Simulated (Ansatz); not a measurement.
Co(NH2)2 (CoN2H4), relaxed as a quartet with UKS PBE0-D4/def2-TZVP in Ansatz, starting from the GFN2-xTB geometry. Force threshold 0.02 eV/Å.

Start:

```xyz
7

Co    0.000   -0.001   -0.004
N    -0.196    1.671   -0.526
H    -0.973    2.288   -0.316
H     0.446    2.222   -1.087
N     0.196   -1.672    0.522
H    -0.113   -2.507    0.037
H     0.640   -2.001    1.374
```

```tsv
step	energy (eV)	largest force component (eV/Å)	SCF passes
1	-40664.0260	2.136	136
2	-40664.1789	2.322	155
3	-40664.2787	0.761	114
4 (rejected)	-40664.1806	2.492	114
5	-40664.3113	0.285	117
6	-40664.3147	0.064	79
7	-40664.3181	0.095	70
8	-40664.3190	0.110	53
9 (rejected)	-40664.3092	0.819	72
10	-40664.3304	0.113	65
11	-40664.3419	0.362	67
12	-40664.3566	0.680	149
13 (rejected)	-40664.3554	1.321	78
14	-40664.4286	0.435	81
15	-40664.4627	0.193	52
16 (rejected)	-40664.4476	0.374	59
17	-40664.4706	0.184	46
18	-40664.4736	0.017	49
```

Force components are those of the run's own axes.

End:

Cartesian coordinates in Å:
```
Co 0.001 -0.001 -0.004
N -0.204 1.721 -0.543
H -1.050 2.126 -0.915
H 0.507 2.438 -0.507
N 0.205 -1.723 0.536
H -0.507 -2.438 0.512
H 1.048 -2.123 0.921
```

By distances, no bond broke or formed. The bond that changes most is Co1–N5, from 1.76 to 1.82 Å (atoms count from 1).

No frequencies were taken in this run, so the end may be a saddle point.

It took 77 s on 2 threads of Intel Xeon 6975P-C on a shared host.
